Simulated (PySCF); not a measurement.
# Computed properties of (Z)-1,2-difluoro-1-methoxyethene (C3H4F2O), SMILES C(/OC)(F)=C\F

(Z)-1,2-difluoro-1-methoxyethene (C₃H₄F₂O), SMILES CO/C(F)=C/F. Coordinates come from a PBE0-D3(BJ)/def2-SVP optimisation. Other conformers were not sampled. All values are computed for the isolated molecule unless a solvent is named; none is compared with measurement here.

**Structure.** All 24 harmonic modes at PBE0-D3(BJ)/def2-SVP (PySCF) are real, so it is a minimum. With heavy atoms numbered as in [CH3:1][O:2]/[C:3]([F:4])=[CH:5]/[F:6], the shortest bond between them is O2–C3 at 1.328 Å and the longest C1–O2 at 1.419 Å.

**Vibrations.** The strongest infrared lines (harmonic, unscaled, degenerate partners summed) lie at 1326 cm⁻¹ (280 km/mol, C 40 %, H 39 %, O 16 %), 1362 cm⁻¹ (175 km/mol, C 53 %, H 30 %, O 10 %), 1215 cm⁻¹ (106 km/mol, H 40 %, C 33 %, F 23 %). The softest mode is at 85 cm⁻¹ and the zero-point energy is 44.2 kcal/mol.

**Electronic structure.** ωB97X/def2-TZVP (PySCF) places the frontier levels at -9.26 and 3.02 eV, a gap of 12.28 eV, and gives a dipole moment of 2.64 D and a mean polarisability of 42.5 bohr³. PBE/def2-TZVP (PySCF) at the same geometry gives -5.57 and -0.24 eV, so its gap is 6.95 eV narrower. An orbital gap is neither the optical nor the fundamental gap.

**Excitations.** TDA-CAM-B3LYP/def2-SVPD (PySCF) has S1 at 6.40 eV (194 nm, f = 0.023, weak); the most intense of the 10 singlets computed lies at 7.67 eV (f = 0.26). T1 (TDA) is at 4.33 eV, 2.07 eV under S1. TDA-PBE/def2-SVPD (PySCF) puts S1 at 5.61 eV. No vertical singlet excitation falls in the visible range (under 3.1 eV).

**NMR.** GIAO shifts at PBE0/pcSseg-1 (PySCF) (non-relativistic, atoms alike by connectivity averaged): ¹³C from 60.3 to 163.9 ppm against TMS; ¹H from 3.9 to 6.7 ppm against TMS; ¹⁹F from -213.1 to -123.2 ppm against CFCl3.

**Solvation.** SMD-B3LYP/def2-SVP (PySCF) gives 0.8 kcal/mol in water, -1.6 kcal/mol in methanol, -1.0 kcal/mol in 1-octanol (1 M in both phases, gas-phase geometry); of these solvents methanol holds the molecule best.
